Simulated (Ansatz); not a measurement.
Computed with Ansatz on PBE0-D4/def2-TZVP structures; ΔE is electronic, products minus reactants. CCSD(T)/CBS adds triple-zeta CCSD(T) − MP2 to the extrapolated MP2 energy (def2 sets, frozen cores). Functionals use def2-TZVPP. B3LYP here is the variant with VWN-RPA as its local correlation; programs differ in this. For Ge outer-core shells are correlated without core-valence functions, which leaves a few kJ/mol of doubt a bond. Scalar relativity is left out up to krypton. One conformer a species, not always the lowest.

`OC[SiH2]F` + `[F][GeH]([Cl])[GeH3]` → `F[SiH2][GeH]([F])[Cl]` + `O[CH2][GeH3]`  (redistribution)

| level | ΔE (kJ/mol) | difference from CCSD(T)/CBS |
| --- | --- | --- |
| PBE-D4 | 44.9 | 0.7 |
| r2SCAN-D4 | 47.7 | 3.5 |
| B3LYP-D4 | 46.3 | 2.1 |
| ωB97X-V | 44.8 | 0.6 |
| r2SCAN | 47.9 | 3.7 |
| PBE0 | 45.6 | 1.4 |
| MP2/def2-TZVPP | 45.3 | 1.1 |
| HF/def2-QZVPP | 44.6 | 0.4 |
| SCS-MP2/def2-QZVPP | 44.0 | -0.2 |
| MP2/CBS(def2) | 45.8 | 1.6 |
| CCSD(T)/CBS | 44.2 | 0 |

Largest T1 diagnostic among the species: 0.012.
